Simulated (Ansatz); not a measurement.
These are Ansatz (a quantum-chemistry and plane-wave program) with frozen-core CCSD(T)/cc-pVTZ // B3LYP-D3(BJ)/def2-TZVP values and carry that method's errors. The geometry is that of the parent before the electron was removed.

Ansatz 0.2 input:
```yaml
crystal:
  periodic: [false, false, false]
  atoms:
    - { symbol: B, position_ang: [1.897376, 0.018233, 0.032167] }
    - { symbol: C, position_ang: [0.490256, 0.39318, -0.326751] }
    - { symbol: C, position_ang: [-0.561487, -0.279113, 0.220882] }
    - { symbol: N, position_ang: [-1.871564, -0.053473, -0.007042] }
    - { symbol: H, position_ang: [2.08536, -0.878409, 0.805107] }
    - { symbol: H, position_ang: [2.841484, 0.586682, -0.42938] }
    - { symbol: H, position_ang: [0.255555, 1.197994, -1.02209] }
    - { symbol: H, position_ang: [-0.367739, -1.087754, 0.918461] }
    - { symbol: H, position_ang: [-2.165514, 0.672443, -0.63753] }
    - { symbol: H, position_ang: [-2.583073, -0.599984, 0.440927] }
basis:
  gaussian: { orbitals: cc-pVTZ }
correlation:
  method: ccsd_t
total_charge: 1
magnetization:
  spin_polarized: true
  initial_magnetization: 1
```

Output:

```
Functional definition: HF
1161 factors; integrals over basis functions are off by at most 8.0e-4 eV
mean field evaluation 1: about -4292.8196 eV, gradient 3.7e1 eV
mean field evaluation 2: about -4292.8236 eV, gradient 3.7e1 eV
mean field evaluation 4: about -4299.4932 eV, gradient 3.8e0 eV
mean field evaluation 8: about -4299.7017 eV, gradient 3.6e-1 eV
mean field evaluation 16: about -4302.9039 eV, gradient 9.7e-2 eV
mean field evaluation 32: about -4299.6839 eV, gradient 7.2e-2 eV
mean field evaluation 64: about -4299.6844 eV, gradient 3.0e-5 eV
mean field evaluation 96: about -4299.6742 eV, gradient 3.2e-1 eV
mean field evaluation 128: about -4299.1802 eV, gradient 1.8e0 eV
mean field evaluation 160: about -4299.3627 eV, gradient 3.2e-1 eV
mean field evaluation 192: about -4295.9986 eV, gradient 1.3e1 eV
mean field evaluation 224: about -4297.3189 eV, gradient 1.6e-2 eV
mean field evaluation 256: about -4293.3664 eV, gradient 9.9e-1 eV
mean field evaluation 288: about -4293.8868 eV, gradient 8.6e0 eV
mean field evaluation 320: about -4294.4250 eV, gradient 1.4e0 eV
mean field evaluation 352: about -4294.3230 eV, gradient 9.2e0 eV
mean field evaluation 384: about -4298.1186 eV, gradient 1.8e-1 eV
mean field evaluation 416: about -4299.4190 eV, gradient 2.0e-1 eV
mean field -4302.90397816 eV, -158.1288045844 hartree, gradient 2.9e-6 eV, S^2 0.857243; 4 other end points of the search recorded, 0 dependent functions left out
determinant -4302.90397816 eV, -158.1288045844 hartree, with singles and doubles -4320.20369183 eV, -158.7645573354 hartree
determinant -4299.68438105 eV, -158.0104865727 hartree, with singles and doubles -4317.57372818 eV, -158.6679079539 hartree
4 core orbitals not correlated
reference -4302.90397816 eV, -158.1288045844 hartree; 11, 10 occupied and 189, 190 virtual orbitals, 1161 factors
second order -15.76729309 eV of doubles, -0.00000000 eV of singles
cycle   1  -17.03016231 eV  change    -1.3e0 eV  update   2.4e-2
cycle   2  -17.06474936 eV  change   -3.5e-2 eV  update   5.3e-3
cycle   3  -17.06312270 eV  change    1.6e-3 eV  update   2.2e-3
cycle   4  -17.06533818 eV  change   -2.2e-3 eV  update   8.9e-4
cycle   5  -17.06601490 eV  change   -6.8e-4 eV  update   4.6e-4
cycle   6  -17.06644831 eV  change   -4.3e-4 eV  update   2.1e-4
cycle   7  -17.06669285 eV  change   -2.4e-4 eV  update   9.0e-5
cycle   8  -17.06673366 eV  change   -4.1e-5 eV  update   4.9e-5
cycle   9  -17.06671571 eV  change    1.8e-5 eV  update   2.5e-5
cycle  10  -17.06670397 eV  change    1.2e-5 eV  update   1.2e-5
perturbative correction -0.67270056 eV, -0.0247212895 hartree
Total energy: -4320.64338268 eV, -158.7807156764 hartree
```

Cost: roughly 30 core-minutes.
